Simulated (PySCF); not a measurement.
Low-lying terms of Cr⁶⁺ (chromium, charge +6)

Ground state [Ar], ¹S. Computed with PySCF 2.14 in aug-cc-pVTZ with one added diffuse shell each of s, p, d, f, g type (9s8p6d4f3g, 118 functions), with no relativity, point nucleus. Vertical excitation energies in eV without spin-orbit coupling; excited terms of each kind are numbered among those the solver found. Frozen: [Ne].

```csv
term,leading excitation,EOM-EE-CCSD
1 3P°,3p → d,42.227
1 3F°,3p → d,44.218
1 1D°,3p → d,47.124
1 3D°,3p → d,47.342
1 1F°,3p → d,47.676
1 1P°,3p → d,61.507
1 3D,3s → d,74.499
1 1D,3s → d,76.908
1 3S,3p → p,91.046
2 3D,3p → p,92.478
2 1D,3p → p,93.379
```

The solver can miss terms.
